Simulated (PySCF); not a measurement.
A structure optimised at PBE0-D3(BJ)/def2-SVP, used in a PySCF frequency run:

```xyz
10

Ga    -1.1623     0.0002     0.0000
I      1.3631     0.0000     0.0000
C     -1.9655    -0.0002    -1.7852
H     -1.6198     0.8827    -2.3448
H     -3.0644     0.0053    -1.7462
H     -1.6289    -0.8898    -2.3397
C     -1.9655    -0.0002     1.7852
H     -3.0644     0.0053     1.7462
H     -1.6198     0.8827     2.3448
H     -1.6289    -0.8898     2.3397
```
Charge 0, spin multiplicity 1.

Question: Write its SMILES, formula and point group.

Answer: [CH3][Ga]([CH3])[I], C₂H₆GaI, Cs

Question: What are its rotational constants (standard atomic weights)?

Answer: 4.6797, 1.1206, 0.91445 GHz
